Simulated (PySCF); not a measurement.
Geometries of 2 isomers of C3H6BF2N, from PBE0-D3(BJ)/def2-SVP geometry optimisation, gas phase in PySCF 2.14.0. One conformer each, no zero-point energy, no frequencies.

Task: Which isomer lies lower at this level?
A.
```xyz
13
angstrom
B      2.669    0.707   -0.164
N      1.282    0.092    0.024
C      0.238   -0.372    0.156
C     -1.086   -0.941    0.313
C     -2.148    0.098    0.654
F     -3.325   -0.541    0.771
F     -1.851    0.674    1.831
H      2.863    1.403    0.822
H      3.441   -0.240   -0.238
H      2.606    1.351   -1.202
H     -1.373   -1.459   -0.615
H     -1.069   -1.687    1.124
H     -2.239    0.886   -0.113
```
B.
```xyz
13
angstrom
N     -2.746    0.527    0.207
C     -1.728    0.022   -0.352
C     -0.299    0.472   -0.262
C      0.647   -0.653    0.150
B      2.156   -0.263    0.217
F      2.590    0.936   -0.132
F      3.069   -1.123    0.628
H     -2.468    1.338    0.773
H     -1.895   -0.868   -0.989
H     -0.225    1.321    0.437
H      0.006    0.860   -1.251
H      0.364   -1.069    1.134
H      0.565   -1.513   -0.540
```

Result: B. That is `C(/C=N\[H])CB(F)F`, 94.2 kcal/mol below the other.

```
            SMILES                           atoms numbered as above      E (Eh)  relative (kcal/mol)  relative (kJ/mol)  dipole (D)
   [H]/N=C\CCB(F)F  [H]/[N:1]=[CH:2]\[CH2:3][CH2:4][B:5]([F:6])[F:7]  -396.61097                  0.0                0.0        0.99
[BH3-][N+]#CCC(F)F     [BH3-:1][N+:2]#[C:3][CH2:4][CH:5]([F:6])[F:7]  -396.46091                 94.2              394.0        5.93
```

As drawn, the lower has an N–H bond and a B–F bond, which the higher lacks; the higher has two fluorines on one carbon and a B–N bond, which the lower lacks.
